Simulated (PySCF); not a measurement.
# Computed structure and properties of YbF2

System: YbF2 (singlet); start: template (C2v). Method: PySCF 2.14.0, RKS PBE0, Yb def2-SVP with ECP28, F def2-SVP; non-relativistic Hamiltonian with scalar-relativistic core potentials where named; density fitting; no spin-orbit coupling.

Input of the relaxation:

```python
mol = gto.M(atom='''
Yb     0.00000     0.00000    -0.15981
F      1.99190    -0.00000     0.73159
F     -1.99190     0.00000     0.73159''',
    basis={'Yb': 'def2-SVP', 'F': 'def2-SVP'},
    ecp={'Yb': 'def2-SVP'},
    charge=0, spin=0)
mf = dft.RKS(mol, xc='PBE0')
mf.grids.atom_grid = (50, 194)  # f atoms: unpruned, at least (60, 302)
mf = mf.density_fit()  # fitting sets: Yb def2-universal-JKFIT, F def2-universal-JKFIT
mf.conv_tol = 1e-08; mf.max_cycle = 55
mf.kernel(dm0)  # dm0: converged density of the start geometry
# quasi-Newton relaxation in Cartesian coordinates to a largest gradient under 0.00045 Eh/bohr, steps kept in the point group
```

Run from Python with OMP_NUM_THREADS=2; the lines above give its settings. Where DIIS fails, smearing, a level shift and second-order steps follow.
It took 32 s on 2 threads of Arm Neoverse V1, with other jobs on the host, from the converged density of the start.

Course of the relaxation:

```csv
step,energy above end (eV),largest force component within the symmetry (eV/Å)
0,0.4167,1.933
1,0.1050,1.010
2,0.0336,0.683
3,0.0126,0.126
4,0.0049,0.128
5,0.0004,0.090
6,0.0000,0.015
7,0.0000,0.000
```

Relaxed geometry (C2v):

```xyz
3

Yb    0.0000    0.0000   -0.2278
F     1.7451    0.0000    0.7656
F    -1.7451    0.0000    0.7656
```

```csv
contact,Å
Yb1–F2 (F),2.008
Yb1–F3 (F),2.008
```

On the finer grid (75, 302):

```yaml
HOMO: -4.81 eV
LUMO: -1.82 eV
Dipole_about_the_centre_of_mass: 6.00 D
Set_of_Mulliken_populations_of_Yb1_outside_the_core_potential: s 4.16, p 12.20, d 10.59, f 13.98
D3_BJ_dispersion_energy_not_in_the_energies: -0.022 eV
```

```csv
atom,Mulliken (e),Löwdin (e),spin (e)
Yb1,1.06,0.59,0.00
F2,-0.53,-0.30,0.00
F3,-0.53,-0.30,0.00
```

On the grid (50, 194), as all that follows. Harmonic modes: a minimum; lowest 106 cm⁻¹ (negative: unstable), highest 538 cm⁻¹, zero-point energy 0.073 eV.

Taking off one F (charge -1, singlet; the rest: singlet) in vacuum, both parts rigid, costs 10.16 eV; the small basis without counterpoise inflates it. Most of it is the attraction of opposite charges; other ways to part are cheaper, and one spin state was tried for the rest.

Rigid scan of F along the line from its metal:

| distance to F2 (Å) | energy (eV) |
| --- | --- |
| 1.71 | 1.351 |
| 1.81 | 0.503 |
| 1.91 | 0.106 |
| 2.01 | 0.000 |
| 2.11 | 0.077 |
| 2.21 | 0.265 |
| 2.41 | 0.807 |
| 2.71 | 1.735 |
| 3.11 | 2.868 |
| 3.61 | 3.961 |

One start shape was tried, so this needn't be the lowest isomer.
